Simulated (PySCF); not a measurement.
C5H6O2, SMILES C1=COC(=CC)O1.

Geometry: B3LYP-D3(BJ)/def2-SVP.

All values below come from PBE0/def2-TZVP in PySCF.

The molecule is in vacuum.

| Quantity | Value |
|---|---|
| total energy | -344.27140 hartree |
| point group | Cs |
| highest occupied level | -5.45 eV |
| lowest empty level | 0.39 eV |
| orbital gap | 5.84 eV |
| dipole moment | 1.82 D |
| quadrupole, principal values (traceless, Buckingham form, about the centre of nuclear charge) | -6.66, -2.24, 8.90 D·Å |
| mean static polarisability | 65.5 bohr³ (9.70 Å³) |
| polarisability, principal values | 43.4, 61.0, 92.0 bohr³ |
